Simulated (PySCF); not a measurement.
Isomers of C7H6N2Se2, from PySCF 2.14.0, PBE0-D3(BJ)/def2-SVP geometry optimisation, gas phase. One conformer each, no zero-point energy, no frequencies.

Question: Which isomer lies lower at this level?
A. `[CH3:1][Se:2][c:3]1[cH:4][cH:5][c:6]2[se:7][n:8][n:9][c:10]2[cH:11]1` with C1–Se2–C3–C4 180°: A = 2102, B = 236.6, C = 212.9 MHz, dipole 2.76 D
B. `[CH3:1][Se:2][c:3]1[cH:4][cH:5][c:6]2[n:7][se:8][n:9][c:10]2[cH:11]1` with C1–Se2–C3–C4 180°: A = 2118, B = 231.5, C = 209.0 MHz, dipole 1.58 D

Answer: B. That is `C[Se]c1ccc2n[se]nc2c1`, 3.4 kcal/mol below the other.

```json
{"SMILES": "C[Se]c1ccc2n[se]nc2c1", "mapped SMILES": "[CH3:1][Se:2][c:3]1[cH:4][cH:5][c:6]2[n:7][se:8][n:9][c:10]2[cH:11]1", "E (Eh)": "-5181.08900", "relative (kcal/mol)": "0.0", "relative (kJ/mol)": "0.0", "dipole (D)": "1.58"}
{"SMILES": "C[Se]c1ccc2[se]nnc2c1", "mapped SMILES": "[CH3:1][Se:2][c:3]1[cH:4][cH:5][c:6]2[se:7][n:8][n:9][c:10]2[cH:11]1", "E (Eh)": "-5181.08361", "relative (kcal/mol)": "3.4", "relative (kJ/mol)": "14.1", "dipole (D)": "2.76"}
```

As drawn, the higher has an N–N linkage, which the lower lacks.
